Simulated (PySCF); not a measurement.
B(OH)2(OSiH3) (BH5O3Si), SMILES O(B(O)O)[SiH3]. Atoms are numbered in the order given.

```xyz
10

B      0.0448    -0.9627     0.0000
O      0.8500    -2.0677     0.0000
H      0.3900    -2.9130     0.0000
O     -1.3304    -0.9933     0.0000
H     -1.7371    -1.8657     0.0000
O      0.6521     0.2560     0.0000
Si     0.0148     1.8016     0.0000
H     -0.8132     2.0348    -1.2171
H     -0.8132     2.0348     1.2171
H      1.1679     2.7399     0.0000
```
Charge 0, spin multiplicity 1.

Geometry: B3LYP-D3(BJ)/def2-SVP. One conformer was computed; it need not be the lowest.

Two levels are set side by side: PBE/pcSseg-1 (PySCF) and PBE0/pcSseg-1 (PySCF). GIAO shifts against BF3 (¹¹B), H2O (¹⁷O), TMS (²⁹Si), TMS (¹H) at the same level; non-relativistic, no solvent, atoms listed together averaged. Differences are taken from unrounded values.

```
quantity                 PBE0    PBE  PBE minus PBE0
----------------------  -----  -----  --------------
δ(¹¹B) of B1 (ppm)        5.7    5.2            -0.5
δ(¹⁷O) of O2, O4 (ppm)   91.0   99.2             8.3
δ(¹H) of H3, H5 (ppm)    2.69   2.57           -0.12
δ(¹⁷O) of O6 (ppm)       58.2   65.5             7.3
δ(²⁹Si) of Si7 (ppm)    -34.6  -36.3            -1.7
```

Rough cost on one machine, each run with all the roots and properties that it gave: PBE0 against PBE within a factor of 2.
